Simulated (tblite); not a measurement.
All values are computed: GFN2-xTB (tblite) harmonic vibrations without scaling, gas phase. The method is semi-empirical: single wavenumbers can be off by several per cent or more. Modes of hydrogen on aluminium, arsenic, boron and silicon can be 10 to 20 % off. One conformer each. Open shells enter through the occupations alone, without spin polarisation, and single modes of such species can be off by tens of per cent. Thermal functions are those of the rigid rotor and harmonic oscillator, without mixing of conformers.

Question: Order these by their heat capacity Cp at 298.15 K, highest first (cal/(mol K)).
A. `C=C[CH]C#CC#N` [radical]
B. `C[N+]1(C)[AlH2-][CH2]C[C@H]1B(O)O`
C. `C1=CCC=CC(c2ccccc2)=C1`
D. `N#CC1=CCC=[C]1` [radical]
E. `BNBCl`
F. `[SiH3][AsH]C(C)C`
G. `C(#C)C#CCC=[N]` [radical]

Answer: B (52.0), C (45.6), F (34.4), G (28.8), A (27.5), D (23.7), E (19.1).

```tsv
SMILES	atoms	mass (u)	symmetry number	modes under 300 cm⁻¹	ZPE (kcal/mol)	S translation (cal/(mol K))	S rotation	S vibration	S spin	S	Cp
C[N+]1(C)[AlH2-][CH2]C[C@H]1B(O)O	25	159.10	1	10	124.9	41.1	30.1	39.7	0.0	111.0	52.0
C1=CCC=CC(c2ccccc2)=C1	25	168.09	1	6	127.3	41.3	31.0	29.5	0.0	101.7	45.6
CC(C)[AsH][SiH3]	16	149.98	1	7	77.3	41.0	28.2	24.4	0.0	93.5	34.4
C#CC#CCC=[N]	11	90.03	1	5	45.0	39.4	27.7	20.4	1.4	88.9	28.8
C=C[CH]C#CC#N	11	90.03	1	4	46.2	39.4	27.0	18.4	1.4	86.3	27.5
N#CC1=CCC=[C]1	11	90.03	1	2	48.1	39.4	26.8	10.7	1.4	78.4	23.7
BNBCl	8	75.02	1	2	32.2	38.9	24.6	8.3	0.0	71.7	19.1
```

Entropies and Cp are for 298.15 K and 1 bar.
